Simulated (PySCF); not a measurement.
Ranking problems on computed properties.

Each SMILES stands for a single optimised conformer of the isolated species, non-relativistic unless stated; the electronic structure was computed with PySCF and density fitting.

Dipoles, sizes and rotational constants follow the conformer. The torsions of the flexible species, by atom-mapped SMILES:
- `[CH2:1]=[C:2]([F:3])/[CH:4]=[CH:5]/[CH:6]=[CH:7]/[F:8]`: C1–C2–C4–C5 179°, C4–C5–C6–C7 179°
- `[CH2:1]=[CH:2]/[CH:3]=[CH:4]/[CH:5]=[C:6]([F:7])[F:8]`: C1–C2–C3–C4 180°, C3–C4–C5–C6 180°
- `[SiH3:1][NH:2][GeH2:3][c:4]1[cH:5][cH:6][n:7][cH:8][cH:9]1`: Si1–N2–Ge3–C4 71°, N2–Ge3–C4–C5 -83°
- `[F:1][P:2]([F:3])[PH:4][SiH3:5]`: F1–P2–P4–Si5 143°
- `[CH3:1][C:2]([CH3:3])=[CH:4][C:5]([NH2:6])=[O:7]`: C2–C4–C5–N6 179°, H–N6–C5–C4 2°, H–N6–C5–C4 179°
- `[CH3:1][C:2]([CH3:3])([CH3:4])[N:5]=[C:6]=[O:7]`: C1–C2–N5–C6 -59°

The conformers of `FC1(F)C=C[C@@H]2C[C@@H]21` aren't listed.

(1) Rank by vertical ionisation energy, lowest first (ΔSCF CAM-B3LYP/def2-SVPD at PBE0-D3(BJ)/def2-SVP geometries).
A. `C=C/C=C/C=C(F)F`
B. `[SiH3][NH][GeH2][c]1ccncc1`
C. `C=C(F)/C=C/C=C/F`
D. `FC1(F)C=C[C@@H]2C[C@@H]21`

(2) Rank by dipole moment, highest first (CAM-B3LYP/def2-SVPD at PBE0-D3(BJ)/def2-SVP geometries).
A. `C=C(F)/C=C/C=C/F`
B. `C=C/C=C/C=C(F)F`
C. `CC(C)=CC(N)=O`
D. `FP(F)P[SiH3]`

(3) Rank by HOMO–LUMO gap, highest first (CAM-B3LYP/def2-SVPD at PBE0-D3(BJ)/def2-SVP geometries).
A. `c1cncc[c]1[GeH2][NH][SiH3]`
B. `CC(C)(C)N=C=O`
C. `CC(C)=CC(N)=O`
D. `P(F)(P[SiH3])F`
E. `FC1(F)C=C[C@@H]2C[C@@H]21`
F. `C=C/C=C/C=C(F)F`
G. `C#Cc1ccc[se]1`

(4) Rank by lowest triplet excitation (Tamm–Dancoff), lowest first (TDA CAM-B3LYP/def2-SVPD at PBE0-D3(BJ)/def2-SVP geometries).
A. `C=C/C=C/C=C(F)F`
B. `FC1=CCC=C[C@@H]1F`
C. `FC1(F)C=C[C@@H]2C[C@@H]21`
D. `C#Cc1ccc[se]1`

(5) By how much do the two ends of that ranking differ?

(6) Rank by electronic spatial extent ⟨r²⟩ about the centre of nuclear charge, lowest first (CAM-B3LYP/def2-SVPD at PBE0-D3(BJ)/def2-SVP geometries).
A. `[SiH3][NH][GeH2][c]1ccncc1`
B. `C=C/C=C/C=C(F)F`
C. `C(c1ccc[se]1)#C`
D. `FC1=CCC=C[C@@H]1F`
E. `CC(C)=CC(N)=O`

(7) Give the two extremes of that set in Å².

(8) Rank by HOMO energy, highest first (CAM-B3LYP/def2-SVPD at PBE0-D3(BJ)/def2-SVP geometries).
A. `FC1=CCC=C[C@@H]1F`
B. `C#Cc1ccc[se]1`
C. `C(=C\C=C(F)F)/C=C`
D. `C=C(F)/C=C/C=C/F`
E. `CC(C)(C)N=C=O`

(9) By how much do the two ends of that ranking differ?

Results:

(1) A (8.13 eV), C (8.32 eV), B (9.17 eV), D (9.78 eV).

(2) C (3.35 D), D (2.12 D), B (1.13 D), A (0.86 D).

(3) B (10.24 eV), E (9.53 eV), C (8.91 eV), D (8.59 eV), A (8.37 eV), G (7.36 eV), F (7.01 eV).

(4) A (2.54 eV), D (2.98 eV), C (4.07 eV), B (4.28 eV).

(5) By 1.74 eV, between `FC1=CCC=C[C@@H]1F` and `C=C/C=C/C=C(F)F`.

(6) D (866 bohr²), E (918 bohr²), C (990 bohr²), B (1602 bohr²), A (2296 bohr²).

(7) `FC1=CCC=C[C@@H]1F`: 243 Å²; `[SiH3][NH][GeH2][c]1ccncc1`: 643 Å².

(8) C (-7.43 eV), D (-7.63 eV), B (-7.76 eV), A (-8.86 eV), E (-9.39 eV).

(9) By 1.96 eV, between `C=C/C=C/C=C(F)F` and `CC(C)(C)N=C=O`.
